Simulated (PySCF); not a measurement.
A GIAO shielding run with PySCF 2.14.0 with density-fitted response routines (density fitting, non-relativistic, gas phase) on `CC[Si@H](CSC)[SiH2]F`, C$_{4}$H$_{13}$FSSi$_{2}$:

```
$ OMP_NUM_THREADS=1 python probes_run.py task.json out

{"job": {"kind": "nmr", "xc": "PBE0", "basis": "pcSseg-1"}, "charge": 0, "multiplicity": 1}
C     -3.113012     0.264606     0.062783
C     -2.014341    -0.601672     0.663966
Si    -0.312684    -0.256960    -0.128514
C      0.934169    -1.484335     0.661788
S      2.274925    -1.960764    -0.477039
C      3.131901    -0.374299    -0.655959
Si     0.320211     1.955308     0.171577
F      1.618138     1.989646     1.139232
H     -3.195274     0.088024    -1.006816
H     -2.901173     1.320715     0.215170
H     -4.076917     0.043339     0.517808
H     -2.281164    -1.651326     0.531611
H     -1.973916    -0.428199     1.741337
H     -0.399244    -0.615835    -1.557998
H      0.457620    -2.428953     0.918956
H      1.403326    -1.091539     1.563858
H      3.329264     0.042571     0.326971
H      2.529537     0.312178    -1.245967
H      4.066815    -0.582089    -1.166923
H     -0.618726     2.814917     0.887713
H      0.811626     2.661607    -1.009324
```

Hardware: 1 thread of an Arm Neoverse N1, shared host. The job also computes population analyses, field gradients.

Problem. How large is the calculation?

Solution. 90 electrons, 222 basis functions and 1222 auxiliary functions.

Problem. How long does it take, and how much memory does it need?

Solution. 96 s of wall time, with 12 SCF cycles and 5 response iterations; peak memory 1.1 GiB. Times on a shared host scatter by some tens of per cent.
